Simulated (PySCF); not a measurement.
# Which element holds Br most strongly?

PBE in PySCF with def2-TZVPPD on every atom (core potentials on In, Sb), for the lowest determinant that a PBE0 search found; no spin–orbit coupling. D0 is De less the harmonic zero-point energy.

```tsv
M	state (unpaired electrons)	Re (Å)	ωe (cm⁻¹)	D0(MBr) (eV)
As	triplet (π ↑↑)	2.316	304	3.09
In	singlet (closed shell)	2.590	210	4.27
Sb	triplet (π ↑↑)	2.512	250	3.01
Si	doublet (π ↑)	2.250	406	4.05
Al	singlet (closed shell)	2.337	358	4.67
Ga	singlet (closed shell)	2.394	256	4.49
C	doublet (π ↑)	1.831	716	4.08
```

Question: Order the elements by D0 and give the energy of CBr + In → InBr + C.

Answer: Al > Ga > In > C > Si > As > Sb; ΔE = 4.08 − 4.27 = -0.19 eV at PBE/def2-TZVPPD. Close neighbours can swap at other levels.

These are scalar-relativistic numbers at best; spin–orbit coupling would shift them, the dissociation energy most. States were picked by a PBE0 search and need not be the measured ground states.
